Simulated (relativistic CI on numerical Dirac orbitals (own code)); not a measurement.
## Ni4+: L2,3 absorption edge

Computed with this model: Dirac-Coulomb-Breit CI, separate exchange-only KLI orbitals for each configuration, model QED, valence Slater integrals scaled by 0.7, multiplet model of core-to-valence dipole absorption; configurations [Ar] 3d6 → [He] 2s2 2p5 3s2 3p6 3d7; 10 K; Lorentzian 0.24 eV and Gaussian 0.3 eV FWHM. Energies are those of the free ion, without screening or charge transfer. The branching ratio is the share of the lower-energy edge in the whole absorption, uncertain by about 0.02 where the edges overlap. S is read from ⟨S²⟩ = S(S + 1).

Field parameters in Wybourne normalisation: Td as Oh with Dq negative (B⁴₀ = 21Dq, B⁴₄ = √(5/14) B⁴₀). The field is a parameter set, without covalency.

Computed curve for Td, 10Dq = -7800 cm⁻¹, scaled to 100 at the maximum (points under 2 are left out and the grid is thinned):

| Energy (eV) | Intensity |
| --- | --- |
| 857.1 | 2.7 |
| 857.4 | 8.4 |
| 857.6 | 6.8 |
| 857.9 | 3.2 |
| 858.1 | 3.9 |
| 858.4 | 13.0 |
| 858.7 | 20.5 |
| 858.9 | 13.5 |
| 859.2 | 26.2 |
| 859.4 | 34.6 |
| 859.7 | 52.4 |
| 860.0 | 91.8 |
| 860.2 | 95.4 |
| 860.5 | 51.7 |
| 860.8 | 64.3 |
| 861.0 | 52.2 |
| 861.3 | 38.8 |
| 861.5 | 43.6 |
| 861.8 | 36.9 |
| 862.1 | 11.7 |
| 862.3 | 7.8 |
| 862.6 | 6.8 |
| 862.8 | 8.0 |
| 863.1 | 9.2 |
| 863.4 | 15.2 |
| 863.6 | 17.0 |
| 863.9 | 12.5 |
| 864.1 | 14.8 |
| 864.4 | 8.2 |
| 864.7 | 5.7 |
| 864.9 | 8.5 |
| 865.2 | 6.8 |
| 865.5 | 7.4 |
| 865.7 | 6.3 |
| 866.0 | 4.7 |
| 866.2 | 3.5 |
| 866.5 | 2.9 |
| 876.7 | 3.2 |
| 876.9 | 8.5 |
| 877.2 | 20.6 |
| 877.4 | 12.4 |
| 877.7 | 12.5 |
| 878.0 | 22.7 |
| 878.2 | 32.6 |
| 878.5 | 24.9 |
| 878.7 | 29.3 |
| 879.0 | 16.4 |
| 879.3 | 6.9 |
| 879.5 | 8.3 |
| 879.8 | 8.4 |
| 880.1 | 4.4 |
| 880.3 | 2.5 |
| 880.6 | 2.4 |
| 880.8 | 3.5 |
| 881.1 | 3.8 |
| 881.4 | 2.3 |
| 881.6 | 3.8 |
| 881.9 | 6.8 |
| 882.1 | 4.5 |
| 882.4 | 2.4 |

The ground state has S = 2.00, and the centroid lies at 865.09 eV.
